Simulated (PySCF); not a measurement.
**Working out the ionisation energy of Mg⁺**

Mg⁺ [Ne] 3s1 (2S) → Mg²⁺ [Ne] (1S). Calculation: PySCF 2.14, in x2c-TZVPPall with one added diffuse shell each of s, p, d type (6s5p4d, 41 functions); the spin-free X2C one-electron Hamiltonian (Gaussian nucleus). Frozen: 1s2. Energies in hartree (1 hartree = 27.21139 eV):

| part | Mg⁺ (lower) | Mg²⁺ (upper) |
| --- | --- | --- |
| UHF | -199.669636 | -199.128173 |
| MP2 opposite-spin | -0.116528 | -0.113472 |
| MP2 same-spin | -0.045719 | -0.042828 |

Q: What does Hartree-Fock give?

A: (-199.128173) − (-199.669636) = 0.541463 hartree = 14.734 eV.

Q: What do MP2 and SCS-MP2 (6/5 opposite-spin, 1/3 same-spin) give?

A: The opposite-spin parts differ by 0.083 eV and the same-spin parts by 0.079 eV. MP2: 14.734 + (0.083) + (0.079) = 14.896 eV. SCS-MP2: 14.734 + 1.2 × (0.083) + (0.079)/3 = 14.860 eV.

Measured between the centres of the two terms (NIST): 15.035 eV, so MP2 (valence and next inner shell) is off by -0.139 eV.

What remains against the reference includes basis incompleteness, the frozen core and correlation beyond second order.
